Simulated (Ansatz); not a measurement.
SiNH7F2, singlet: a relaxation.

The input file, in.yaml:

```yaml
crystal:
  periodic: [false, false, false]
  atoms:
    - {symbol: Si, position_ang: [-0.330957, -0.675960, 0.088638]}
    - {symbol: H, position_ang: [1.152345, -0.364441, 0.795984]}
    - {symbol: H, position_ang: [-0.087146, -1.596935, -1.039617]}
    - {symbol: H, position_ang: [-0.473700, -1.585350, 1.273583]}
    - {symbol: N, position_ang: [-1.679158, 0.305326, 0.352482]}
    - {symbol: H, position_ang: [1.328598, 0.932581, -0.997339]}
    - {symbol: F, position_ang: [0.220798, 0.715156, -1.176047]}
    - {symbol: H, position_ang: [1.746792, 0.143136, 0.282086]}
    - {symbol: F, position_ang: [2.340078, 0.889469, -0.499212]}
    - {symbol: H, position_ang: [-2.301118, 0.128364, 1.120782]}
    - {symbol: H, position_ang: [-1.916632, 1.108755, -0.201240]}
basis:
  gaussian: {orbitals: def2-SVP}
hamiltonian: {xc: pbe0, dispersion: d4}
relax: {f_tol: 0.01, max_steps: 60, escape_saddle: true}
```

Command:

```bash
ansatz run in.yaml --threads 4 --pin off --events-out ev --progress --plain --max-ram 9574MiB
```

What Ansatz 0.2.0 printed:

```
Error: invalid value for `relax.escape_saddle`: a Gaussian basis doesn't support `true`; leave it out, and run phonons on the result
```

Hardware: 4 CPU threads of an Arm Neoverse V2, shared host. Wall time about 0.05 s.


The program refused the input.